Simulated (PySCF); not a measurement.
Molecule: SMILES CO[Si](C)(OC)[SiH2]C (C4H14O2Si2). Atoms near the plane z = 0.6 Å, at the GFN2-xTB optimised geometry (x, y, z in Å): Si3 (-0.6, 0.1, 0.0), O5 (-1.0, 1.7, 0.0), C6 (-2.3, 2.2, -0.1), O7 (1.0, 0.1, 0.0), C8 (1.9, 0.6, 0.9), H12 (-1.6, -3.3, 1.0), H17 (-2.2, 3.3, 0.0), H19 (-2.9, 1.9, 0.8), H20 (1.7, 1.7, 1.1), H22 (2.9, 0.5, 0.6).

Computed with CAM-B3LYP/def2-SVP run with PySCF 2.14.0. Cells within 0.4 Å of a nucleus heavier than hydrogen are left out (blank, or x). The values are rescaled to run from 0 to 1.

```
|0000000000000000000000000000000|
|0000000000000000000000000000000|
|0000000011100000000000000000000|
|0000001233321000000000000000000|
|0000012345542100000000000000000|
|0000023566653200000000000000000|
|0000124677754321000110000000000|
|0000245678765443212332100000000|
|0001357888876664334554320000000|
|0002468999888875445666432100000|
|0002468998899986556787643210000|
|0002457887789986557888765420000|
|0001345666688876667999886531000|
|00002344456788777889x9998642000|
|0000123345678887899999998642000|
|0000123445678888899988886531000|
|0000234456788887889876665420000|
|0000234456778877777665443210000|
|0000234456677766555543221000000|
|0000123445666654444321000000000|
|0000122344555544322100000000000|
|0000012234555543210000000000000|
|0000001245666543320000000000000|
|0000001246777644320000000000000|
|0000001246787643310000000000000|
|0000000245676543210000000000000|
|0000000134555432100000000000000|
|0000000023343321000000000000000|
|0000000001222100000000000000000|
|0000000000000000000000000000000|
|0000000000000000000000000000000|
```
Scale: ten equal steps from 0.000 (start of '0') to 1.00 (end of '9'), in the order '0123456789'; x runs from -5.50 to 5.50, y from -5.50 (bottom) to 5.50 (top).

Problem. Which quantity is mapped?
(A) log10 of the electron density
(B) deformation density (molecule minus spherical neutral atoms)
(C) an orbital amplitude
(D) electron localisation function

Solution. A, log10 of the electron density. In full: log10 of the electron density (e/bohr³), floored at −4.
